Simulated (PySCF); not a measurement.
## Exercise with solution: dipole moment from atomic charges

B(H)2(OSiH3) (BH5OSi), SMILES BO[SiH3]. Atoms are numbered in the order given.

```xyz
8

B      0.2097    -1.7686     0.0000
H     -0.4399    -2.7752     0.0000
H      1.4132    -1.7827     0.0000
O     -0.4506    -0.5903     0.0000
Si     0.0692     0.9856     0.0000
H     -0.4692     1.6427     1.2124
H     -0.4692     1.6427    -1.2124
H      1.5523     1.0384     0.0000
```

Coordinates come from a r2SCAN-D4/def2-TZVP optimisation.

Charges (e) from CAM-B3LYP/def2-TZVPD (PySCF):

```json
[
 {"atom": "B1", "ESP fit": "0.462", "IAO": "0.175"},
 {"atom": "H2", "ESP fit": "-0.150", "IAO": "-0.008"},
 {"atom": "H3", "ESP fit": "-0.145", "IAO": "-0.029"},
 {"atom": "O4", "ESP fit": "-0.376", "IAO": "-0.619"},
 {"atom": "Si5", "ESP fit": "0.441", "IAO": "0.921"},
 {"atom": "H6", "ESP fit": "-0.075", "IAO": "-0.144"},
 {"atom": "H7", "ESP fit": "-0.075", "IAO": "-0.144"},
 {"atom": "H8", "ESP fit": "-0.083", "IAO": "-0.152"}
]
```

The dipole moment of the full density is 0.98 D.

**Question.** What dipole moment does each set of point charges give, and which comes closer to that of the density?

**Answer.** 
μ = Σ q r, and 1 e Å = 4.8032 D.
ESP fit: Σ q r = (0.099, 0.182, 0.000) e Å, |μ| = 0.99 D.
IAO: Σ q r = (0.241, 0.407, 0.000) e Å, |μ| = 2.27 D.
ESP fit comes closer in size. Point charges leave out the atoms' own dipoles (lone pairs, polarised bonds); fits to the potential absorb them, partitions of the density don't.
